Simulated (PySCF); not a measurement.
Computed shifts of a molecule C5H9F, PBE/pcSseg-1 (PySCF), GIAO, gas phase, equivalent atoms averaged, in ppm (number of nuclei): ¹³C: 86.1 (1), 25.5 (2), 19.9 (1), 15.3 (1). ¹⁹F: -269.4 (1). ¹H: 4.36 (1), 1.51 (3), 1.32 (3), 0.73 (1), 0.62 (1). References: ¹³C against TMS (σ = 182.0 ppm); ¹⁹F against CFCl3 (σ = 133.6 ppm); ¹H against TMS (σ = 31.49 ppm), references at their B3LYP-D3(BJ)/def2-TZVP geometries, non-relativistic. Geometry: B3LYP-D3(BJ)/def2-SVP. One conformer was computed; it need not be the lowest.

Task: Pick the molecule that these values belong to.
(A) CC(C)/C=C\F
(B) CC(C)=C(C)F
(C) C[C@@H]1C(F)[C@H]1C
(D) CC[C@@H]1C[C@@H]1F

Result: C, C[C@@H]1C(F)[C@H]1C
